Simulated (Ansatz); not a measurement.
Fe₂Pt (the lowest septet isomer of a short search), 3 atoms. Hardware: 4 threads of Arm Neoverse V2 on a shared host.

In the def2 sets Pt takes a core potential; there is no spin–orbit coupling. Correlated methods freeze 10 core orbitals; core or outer-core shells of Fe, Pt are correlated, in sets that lack core-valence functions.

Problem. How many basis functions does each of these Ansatz runs have, and roughly what does it cost? PBE0-D4/def2-TZVPD, charge -1 octet at the geometry of the charge 0 septet, energy; BHLYP-D4/def2-TZVP, charge 0 triplet, energy, from earlier orbitals; PBE0-D4/def2-SVP, charge -1 sextet at the geometry of the charge 0 septet, energy with a search over starts; r2SCAN-D4/def2-TZVP, charge 1 sextet at the geometry of the charge 0 septet, energy, from earlier orbitals; r2SCAN-D4/def2-TZVP, charge 0 triplet, relaxation, 8 steps; PBE-D4/def2-TZVP, charge 0 septet, energy and forces, from earlier orbitals; RPA@PBE/def2-TZVP, charge 0 triplet, energy, from earlier orbitals; PBE-D4/def2-TZVP, charge 1 sextet at the geometry of the charge 0 septet, energy, from earlier orbitals; PBE0-D4/def2-SVP, charge 0 septet, energy with a search over starts; LC-ωPBE/def2-TZVP, charge 0 triplet, energy, from earlier orbitals; RPA@PBE/def2-TZVP, charge 0 septet, energy, from earlier orbitals; CAM-B3LYP-D4/def2-TZVP, charge 0 quintet, energy, from earlier orbitals.

Solution. Other jobs shared the machine, so times can vary by a factor of up to 3. A dash marks memory too small to be measured apart from the calling script's.

```csv
run,functions,fitting or Cholesky vectors,wall time,peak host memory (GiB)
"PBE-D4/def2-TZVP, charge 0 septet, energy and forces, from earlier orbitals",130,1268,4 s,–
"RPA@PBE/def2-TZVP, charge 0 septet, energy, from earlier orbitals",130,1262,6 s,–
"PBE-D4/def2-TZVP, charge 1 sextet at the geometry of the charge 0 septet, energy, from earlier orbitals",130,1268,7.5 s,–
"RPA@PBE/def2-TZVP, charge 0 triplet, energy, from earlier orbitals",130,1262,9.5 s,–
"BHLYP-D4/def2-TZVP, charge 0 triplet, energy, from earlier orbitals",130,1262,14 s,–
"LC-ωPBE/def2-TZVP, charge 0 triplet, energy, from earlier orbitals",130,1268,15 s,–
"PBE0-D4/def2-TZVPD, charge -1 octet at the geometry of the charge 0 septet, energy",139,1282,15 s,0.64
"r2SCAN-D4/def2-TZVP, charge 1 sextet at the geometry of the charge 0 septet, energy, from earlier orbitals",130,1268,19 s,–
"PBE0-D4/def2-SVP, charge 0 septet, energy with a search over starts",94,997,31 s,–
"CAM-B3LYP-D4/def2-TZVP, charge 0 quintet, energy, from earlier orbitals",130,1262,48 s,0.66
"r2SCAN-D4/def2-TZVP, charge 0 triplet, relaxation, 8 steps",130,1268,84 s,–
"PBE0-D4/def2-SVP, charge -1 sextet at the geometry of the charge 0 septet, energy with a search over starts",94,1034,2.4 min,–
```
